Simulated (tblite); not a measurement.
C₅H₁₃FSi₂.
Numbering: `[CH2:1]=[C:2]([CH3:3])[SiH2:4][C@@H:5]([F:6])[CH2:7][SiH3:8]` (hydrogens: H9, H10 on C1; H11, H12, H13 on C3; H14, H15 on Si4; H16 on C5; H17, H18 on C7; H19, H20, H21 on Si8)

A start from a force field or distance geometry was refined with GFN2-xTB geometry optimisation, gas phase (tblite 0.8.0). Values at the start:

| coordinate | start |
| --- | --- |
| C1=C2 | 1.337 Å |
| C1–H9 | 1.083 Å |
| C1–H10 | 1.094 Å |
| C2–C3 | 1.502 Å |
| C2–Si4 | 1.881 Å |
| C3–H11 | 1.099 Å |
| Si4–C5 | 1.899 Å |
| Si4–H14 | 1.485 Å |
| Si4–H15 | 1.493 Å |
| C5–F6 | 1.367 Å |
| C5–C7 | 1.532 Å |
| C5–H16 | 1.098 Å |
| C7–Si8 | 1.862 Å |
| C7–H17 | 1.103 Å |
| C7–H18 | 1.100 Å |
| Si8–H19 | 1.482 Å |
| C1–C2–C3 | 123.2° |
| C1–C2–Si4 | 121.9° |
| C2–Si4–C5 | 111.9° |
| C3–C2–Si4 | 114.9° |
| Si4–C5–F6 | 106.8° |
| Si4–C5–C7 | 117.7° |
| C5–C7–Si8 | 117.2° |
| F6–C5–C7 | 106.9° |
| C1–C2–Si4–C5 | -115° |
| C2–Si4–C5–F6 | -69° |
| Si4–C5–C7–Si8 | 74° |

**Question.** How do these coordinates change at the GFN2-xTB level?

**Answer.** 
| coordinate | GFN2-xTB (Å or °) | change |
| --- | --- | --- |
| C5–F6 | 1.404 | +0.037 |
| C7–Si8 | 1.898 | +0.036 |
| Si4–C5 | 1.927 | +0.028 |
| Si4–H15 | 1.466 | -0.027 |
| Si4–H14 | 1.466 | -0.019 |
| Si8–H19 | 1.463 | -0.019 |
| C5–C7 | 1.518 | -0.014 |
| C1–H10 | 1.080 | -0.014 |
| C1=C2 | 1.327 | -0.010 |
| C3–H11 | 1.090 | -0.009 |
| C7–H17 | 1.094 | -0.009 |
| C2–Si4 | 1.890 | +0.009 |
| C7–H18 | 1.092 | -0.008 |
| C1–H9 | 1.077 | -0.006 |
| C2–C3 | 1.500 | -0.002 |
| C5–H16 | 1.097 | -0.001 |
| C2–Si4–C5 | 107.3 | -4.6 |
| C5–C7–Si8 | 114.1 | -3.1 |
| C1–C2–C3 | 121.3 | -1.9 |
| C3–C2–Si4 | 116.6 | +1.7 |
| Si4–C5–C7 | 116.1 | -1.6 |
| F6–C5–C7 | 108.3 | +1.4 |
| Si4–C5–F6 | 106.4 | -0.4 |
| C1–C2–Si4 | 122.1 | +0.2 |
| C1–C2–Si4–C5 | -108 | +7 |
| C2–Si4–C5–F6 | -74 | -5 |
| Si4–C5–C7–Si8 | 72 | -2 |

The energy falls by 0.141 eV over 114 L-BFGS steps, the largest force on an atom goes from 1.17 to 0.009 eV/Å, and the atoms move by 0.192 Å rms after alignment. Among the bonds, C5–F6 and C7–Si8 change most and about equally (+0.036 to +0.037 Å). Bonds longer at the end by more than 0.005 Å: 4 of 20; shorter: 14. Among the dihedrals that turn most is C1–C2–Si4–H15, from 122° to 136°. Rotational constants go from 1721, 867.3, 710.5 to 1634, 937.3, 747.9 MHz.

Its GFN2-xTB frequencies are all real (lowest 28 cm⁻¹). One conformer, not necessarily the lowest. 3 starts were optimised and ended at 0.00, 0.12 and 0.36 kcal/mol (GFN2-xTB); the lowest of these is shown.

The numbers are calculated, not measured.
